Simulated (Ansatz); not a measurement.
Si4MoO4H12⁻, that is Mo(OSiH3)4 with one electron more. Total charge -1; quartet. Geometry PBE-D4/def2-SVP, that of the neutral triplet; atoms count from 1.

```tsv
atom	x (Å)	y (Å)	z (Å)
Mo1	-0.698	0.867	-0.312
O2	-2.379	0.155	0.204
Si3	-2.871	-1.398	0.715
H4	-2.743	-2.387	-0.408
H5	-4.316	-1.266	1.103
H6	-2.082	-1.859	1.911
O7	-0.163	0.966	-2.131
Si8	0.739	-0.071	-3.141
H9	-0.028	-1.334	-3.412
H10	2.078	-0.403	-2.537
H11	0.952	0.676	-4.427
O12	-0.099	2.298	0.745
Si13	0.967	2.872	1.935
H14	0.159	3.387	3.091
H15	1.790	3.980	1.344
H16	1.859	1.746	2.384
O17	0.090	-0.905	-0.154
Si18	1.389	-1.653	0.602
H19	1.136	-1.798	2.083
H20	2.657	-0.854	0.415
H21	1.560	-3.016	-0.012
```

In the def2 sets Mo takes a core potential; there is no spin–orbit coupling. The highest occupied level of the charge -1 quartet lies above zero (up to 0.93 eV). By energy differences its removal costs 0.54 eV (vertical, to the charge 0 triplet, at PBE0-D4/def2-TZVP); self-interaction error and the lack of diffuse functions both raise the level.

Question: Estimate the Mulliken populations from the PBE0/def2-TZVP orbitals of Ansatz.

Answer: 
| atom | charge (e) | spin (α − β) | d electrons |
| --- | --- | --- | --- |
| Mo1 | 1.28 | 2.73 | 4.04 |
| O2 | -0.68 | -0.01 | – |
| Si3 | 0.37 | 0.05 | – |
| H4 | -0.07 | 0.01 | – |
| H5 | -0.09 | 0.00 | – |
| H6 | -0.07 | 0.00 | – |
| O7 | -0.68 | -0.01 | – |
| Si8 | 0.36 | 0.05 | – |
| H9 | -0.07 | 0.00 | – |
| H10 | -0.07 | 0.01 | – |
| H11 | -0.09 | 0.00 | – |
| O12 | -0.72 | 0.02 | – |
| Si13 | 0.34 | 0.03 | – |
| H14 | -0.08 | 0.00 | – |
| H15 | -0.08 | 0.00 | – |
| H16 | -0.06 | 0.01 | – |
| O17 | -0.67 | 0.05 | – |
| Si18 | 0.31 | 0.05 | – |
| H19 | -0.08 | 0.00 | – |
| H20 | -0.07 | 0.00 | – |
| H21 | -0.09 | 0.00 | – |
Mulliken values and Mayer orders depend strongly on the basis.

Question: Where does the spin sit?

Answer: Summed by element: Mo 2.73, O 0.05, Si 0.18, H 0.04, of 3 unpaired in all. Largest on single atoms: Mo1 2.73, Si8 0.05, Si3 0.05.

Question: And the Mayer bond orders between bonded heavy atoms (over 0.3)?

Answer: Mo1–O2 0.72 (1.90 Å); Mo1–O7 0.71 (1.90 Å); Mo1–O12 0.68 (1.88 Å); Mo1–O17 0.54 (1.95 Å); O2–Si3 1.20 (1.71 Å); O7–Si8 1.21 (1.71 Å); O12–Si13 1.25 (1.70 Å); O17–Si18 1.30 (1.68 Å).
